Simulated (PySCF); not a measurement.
Species: C3H12N4Si.
Z-matrix (Å and degrees, GFN2-xTB geometry), rows numbered from 1:
```
C 
N   1  1.4414
Si  2  1.7161  1  124.56
N   3  1.7277  2  104.60  1    53.97
N   3  1.7356  2  110.24  1   176.38
C   5  1.4330  3  121.76  2    90.22
C   6  1.5002  5  116.86  3   -76.04
N   7  1.2539  6  122.09  5     1.82
H   1  1.0961  2  112.67  3    88.86
H   1  1.0871  2  108.48  3   -31.03
H   1  1.0929  2  110.16  3  -150.19
H   2  1.0110  1  112.89  3  -149.55
H   3  1.4703  2  118.88  1   -62.21
H   4  1.0061  3  117.69  2   173.88
H   4  1.0068  3  117.40  2    39.45
H   5  1.0099  3  114.75  2   -47.31
H   6  1.1006  5  109.88  3   161.52
H   6  1.0952  5  108.30  3    45.06
H   7  1.1017  6  113.28  5  -177.95
H   8  1.0180  7  115.70  6  -179.82
```

Computed at PBE0/pcSseg-1 (PySCF, non-relativistic), with Q(14N) = 0.02044 b: N2, 14N (I = 1): χzz = -4.613 MHz, η = 0.420; N4, 14N (I = 1): χzz = -4.418 MHz, η = 0.368; N5, 14N (I = 1): χzz = -4.823 MHz, η = 0.470; N8, 14N (I = 1): χzz = -4.673 MHz, η = 0.342.

Task: Where would the pure quadrupole (NQR) lines of 14N at N2 fall for the rigid, isolated species?

Result: From ν± = (3/4)|χ|(1 ± η/3) and ν0 = |χ|η/2: ν+ 3.943 MHz, ν− 2.975 MHz, ν0 0.968 MHz (silicon-bound nitrogen).

Task: Find the zero-field quadrupole resonance frequencies of 14N at N4.

Result: From ν± = (3/4)|χ|(1 ± η/3) and ν0 = |χ|η/2: ν+ 3.721 MHz, ν− 2.907 MHz, ν0 0.814 MHz (silicon-bound nitrogen).

Task: Find the zero-field quadrupole resonance frequencies of 14N at N5.

Result: From ν± = (3/4)|χ|(1 ± η/3) and ν0 = |χ|η/2: ν+ 4.185 MHz, ν− 3.051 MHz, ν0 1.134 MHz (silicon-bound nitrogen).

Task: Find the zero-field quadrupole resonance frequencies of 14N at N8.

Result: From ν± = (3/4)|χ|(1 ± η/3) and ν0 = |χ|η/2: ν+ 3.905 MHz, ν− 3.105 MHz, ν0 0.799 MHz (imine nitrogen).

In a crystal, neighbours and librations shift these lines. GFN2-xTB bond lengths can be off by several hundredths of an ångström, more for odd bonds, and the gradients follow them. The small basis limits the accuracy of the gradients.

One conformer stands for the species.
